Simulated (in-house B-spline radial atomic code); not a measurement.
Excitations of Ne IX (Ne8+) by several methods

Full response, energies in eV; labels give the largest channel, * marks a mixed state, a dash one above the method's threshold, and an imaginary frequency an unstable closed-shell reference. Computed with a B-spline radial code for spherical atoms: linear response of the closed shell 1s2 with each method's own kernel (bare exchange for TDHF, static screening on G0W0 levels for BSE, the adiabatic kernel for functionals); non-relativistic, point nucleus, no spin-orbit coupling, no double excitations, S, P, D and F terms only.

```tsv
method	1s → 2s 3S	1s → 2p 3P	1s → 2s 1S	α (bohr³)
TDHF	904.21	913.97	915.10	0.001044
BSE on G0W0@HF	904.14	913.65	914.94	0.001042
LDA VWN5	879.04	890.21	888.05	0.001078
PBE	882.30	893.52	892.01	0.001066
PBE0	888.10	898.93	898.07	0.00106
B3LYP (VWN-RPA)	?	?	?	?
CAM-B3LYP	876.99	889.67	892.89	0.00106
LC-wPBE	881.05	892.69	890.61	0.001066
wB97X	888.49	900.73	898.74	0.001054
HSE06	888.19	898.99	898.17	0.00106
BHandHLYP	881.36	893.89	899.35	0.001054
BLYP	870.44	883.56	887.67	0.001065
PBEsol	880.32	891.64	889.94	0.00107
BP86	883.81	895.28	893.10	0.001063
LDA exchange-only	?	?	?	?
B97-1	887.11	898.74	897.59	0.00106
RPBE	882.36	893.70	892.08	0.001064
OLYP	868.92	882.65	886.25	0.001064
```

(1) What does B3LYP (VWN-RPA) give?

(2) What does LDA exchange-only give?

Answers

(1) 1s → 2s 3S: 877.15; 1s → 2p 3P: 889.66; 1s → 2s 1S: 893.09; α: 0.001061 (eV, bohr³).

(2) 1s → 2s 3S: 876.53; 1s → 2p 3P: 887.81; 1s → 2s 1S: 886.28; α: 0.00108 (eV, bohr³).
